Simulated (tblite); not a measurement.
Compound: C₉H₉FOS.
Geometry (GFN2-xTB, Å), atoms numbered from 1 in this order:
```xyz
21
C9H9FOS angstrom
C      3.2309    0.4548   -0.3630
C      1.8382    0.0993    0.0536
C      1.5456   -0.3301    1.3427
C      0.2503   -0.6428    1.7243
C     -0.7653   -0.5103    0.8012
C     -0.5193   -0.0892   -0.4965
C      0.7832    0.2113   -0.8493
F      1.0384    0.6297   -2.1113
C     -1.7306   -0.0041   -1.3751
C     -2.9246    0.1025   -0.4380
S     -2.5250   -0.8794    1.0985
O     -2.9570   -0.0779    2.2434
H      3.3647    1.5364   -0.3289
H      3.9593   -0.0027    0.3009
H      3.4198    0.1307   -1.3843
H      2.3496   -0.4194    2.0574
H      0.0299   -0.9673    2.7288
H     -1.6700    0.8469   -2.0563
H     -1.7988   -0.9108   -1.9835
H     -3.8436   -0.2833   -0.8724
H     -3.0848    1.1229   -0.0926
```

All values are computed: GFN2-xTB (tblite) harmonic vibrations without scaling, gas phase. Against measured fundamentals such values can be off by several per cent, at times by over 20. One conformer, not necessarily the lowest.

Harmonic wavenumbers (cm⁻¹): 44.0, 73.6, 90.9, 145.6, 169.7, 230.8, 266.5, 276.7, 297.4, 340.0, 405.5, 423.5, 464.3, 488.6, 543.6, 564.6, 609.3, 654.7, 667.2, 725.0, 820.8, 831.1, 859.0, 911.4, 950.4, 959.8, 1025.2, 1032.1, 1057.4, 1088.0, 1132.3, 1143.8, 1154.6, 1173.2, 1208.8, 1221.6, 1284.5, 1288.0, 1336.8, 1403.8, 1435.8, 1443.7, 1458.4, 1466.2, 1472.7, 1477.8, 1585.8, 1590.7, 2951.5, 2986.4, 3002.7, 3011.9, 3029.1, 3037.9, 3050.3, 3092.0, 3108.2.

A = 1681, B = 599.6, C = 458.2 MHz; mass 184.036 u (most abundant isotopes); point group C1, symmetry number 1.

**Question.** What is the zero-point energy?

**Answer.** Half the sum of the wavenumbers: 34283 cm⁻¹ = 98.02 kcal/mol.

**Question.** Give the ideal-gas entropy at 400 K and 1 bar in the rigid-rotor, harmonic-oscillator model (classical rotation).

**Answer.** Translation 43.02, rotation 31.80, vibration 45.49: S = 120.3 cal/(mol K).

**Question.** And Cp and H(400 K) − H(0)?

**Answer.** Cp = 56.38 cal/(mol K), of which vibrations give 48.43 (their classical limit is 57 R = 113.3); H(400 K) − H(0) = 12.85 kcal/mol without the zero-point energy, 9.67 from vibrations.

**Question.** How do the functions run with temperature in this model?

**Answer.** 
| T (K) | S (cal/(mol K)) | Cp (cal/(mol K)) | H − H(0) (kcal/mol) | G − H(0) (kcal/mol) | ln q(vib) |
| --- | --- | --- | --- | --- | --- |
| 150 | 82.1 | 26.0 | 2.48 | -9.83 | 3.24 |
| 250 | 98.3 | 38.5 | 5.71 | -18.86 | 6.19 |
| 298.15 | 105.5 | 44.5 | 7.70 | -23.77 | 7.64 |
| 600 | 146.8 | 74.3 | 26.05 | -62.05 | 16.76 |
| 900 | 180.3 | 90.6 | 51.02 | -111.30 | 25.33 |

q(vib) and H(0) count from the zero-point level.

**Question.** What must be added to the electronic energy to get the Gibbs energy at 400 K and 1 bar?

**Answer.** ZPE + [H(400 K) − H(0)] − T·S = 98.02 + 12.85 − 48.13 = 62.74 kcal/mol.

Hindered rotation and anharmonicity are outside this model. Other conformers, if any are populated, would add a mixing term that is left out. The structure is chiral; the term R ln 2 for an equal mix with its mirror image is left out.
